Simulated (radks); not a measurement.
Results of a calculation; reference values are marked as such.
Initial-state core-level shifts of neutral gadolinium when its valence configuration changes from [Xe] 4f7 5d1 6s2. Level of theory: scalar-relativistic Kohn-Sham, PBE, spin-polarised, spherical densities, finite nucleus; open shells are filled with parallel spins first (spin-orbit coupling, left out, can overturn this in heavy ions); Fermi nuclear charge, rms radius 5.1569 fm (a radial shooting solver on a logarithmic mesh with Libxc functionals). Shifts are changes of the shell-averaged eigenvalues in eV (positive: less bound); the change of the density at the nucleus, which sets a Mossbauer isomer shift, is in e/bohr^3, on a base of 6.582e+05.

valence                  1s      3p      4p      5p  density at nucleus
4f7 5d1 6s1 6p1      -1.065  -1.070  -1.065  -1.007              -22.80
4f7 6s2 6p1          -3.241  -3.251  -3.281  -3.156              +13.42
4f6 5d2 6s2          -7.437  -9.216  -8.291  -2.764              +40.04
4f8 6s1 6p1          +4.859  +6.146  +5.636  +1.647              -52.49
4f7 6s1 6p2          -4.162  -4.180  -4.204  -4.007              -16.20
4f7.5 5d1 6s1.5      +3.879  +4.572  +4.295  +2.160              -30.64
4f7 6p3              -5.356  -5.355  -5.386  -5.161              -48.80
4f7 5d0.5 6s2 6p0.5  -1.595  -1.601  -1.616  -1.567               +6.49
